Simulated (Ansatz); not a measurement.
Coupled-cluster run, C$_{2}$H$_{6}$ClSi (`C[Si](C)Cl`) radical.

```yaml
crystal:
  periodic: [false, false, false]
  atoms:
    - {symbol: C, position_ang: [-0.236457, 1.376217, -0.713065]}
    - {symbol: Si, position_ang: [-0.714402, -0.381586, -0.292179]}
    - {symbol: C, position_ang: [0.293908, -1.069285, 1.124096]}
    - {symbol: Cl, position_ang: [-0.365721, -1.561063, -1.962821]}
    - {symbol: H, position_ang: [-0.818622, 1.749839, -1.556729]}
    - {symbol: H, position_ang: [-0.409520, 2.030212, 0.145308]}
    - {symbol: H, position_ang: [0.824711, 1.422174, -0.977966]}
    - {symbol: H, position_ang: [0.133128, -0.473498, 2.026121]}
    - {symbol: H, position_ang: [1.359090, -1.041341, 0.873154]}
    - {symbol: H, position_ang: [0.017184, -2.102868, 1.337181]}
basis:
  gaussian: {orbitals: def2-TZVPP}
magnetization: {spin_polarized: true, initial_magnetization: 1}
correlation: {method: ccsd_t}
scf: {omitted_lower_state_checks: [cluster_reference]}
output: {orbitals: {seedname: orbitals}}
```

```sh
$ ansatz run in.yaml --threads 4 --pin off --events-out ev --progress --plain
```

The program prints (abridged):

```
Functional definition: HF
1315 factors; integrals over basis functions are off by at most 1.2e-3 eV
mean field evaluation 1: about -22520.9665 eV, gradient 2.4e1 eV
mean field evaluation 2: about -22520.9715 eV, gradient 2.4e1 eV
mean field evaluation 4: about -22524.2884 eV, gradient 2.5e0 eV
mean field evaluation 8: about -22524.3737 eV, gradient 1.9e-3 eV
mean field -22524.37373700 eV, -827.7554672658 hartree, gradient 4.7e-6 eV, S^2 0.753514; 0 other end points of the search recorded, 0 dependent functions left out
12 core orbitals not correlated: weight in the atoms' cores, before any rotation towards them, 1.000 or more for the frozen orbitals, at most 0.000 for the correlated occupied ones
reference -22524.37373700 eV, -827.7554672658 hartree; 13, 12 occupied and 205, 206 virtual orbitals, 1315 factors
second order -17.57920839 eV of doubles, -0.00000000 eV of singles
cycle   1  -18.52094821 eV  change   -9.4e-1 eV  update   8.2e-2
cycle   2  -18.94509718 eV  change   -4.2e-1 eV  update   2.5e-2
cycle   3  -19.01015374 eV  change   -6.5e-2 eV  update   1.1e-2
cycle   4  -19.00544034 eV  change    4.7e-3 eV  update   3.6e-3
cycle   5  -19.00452066 eV  change    9.2e-4 eV  update   1.6e-3
cycle   6  -19.00461756 eV  change   -9.7e-5 eV  update   6.0e-4
cycle   7  -19.00468580 eV  change   -6.8e-5 eV  update   2.2e-4
cycle   8  -19.00475716 eV  change   -7.1e-5 eV  update   7.6e-5
cycle   9  -19.00475648 eV  change    6.8e-7 eV  update   2.8e-5
perturbative correction -0.76592294 eV, -0.0281471490 hartree
Total energy: -22544.14441642 eV, -828.4820263336 hartree
Checks for a lower state left out: cluster_reference
```

Hardware: 4 threads of a server CPU on a shared host. Wall time 5.2 min, peak host memory 3.9 GiB.

Correlation energy per correlated electron: -0.791 eV. T1 diagnostic: 0.0111.
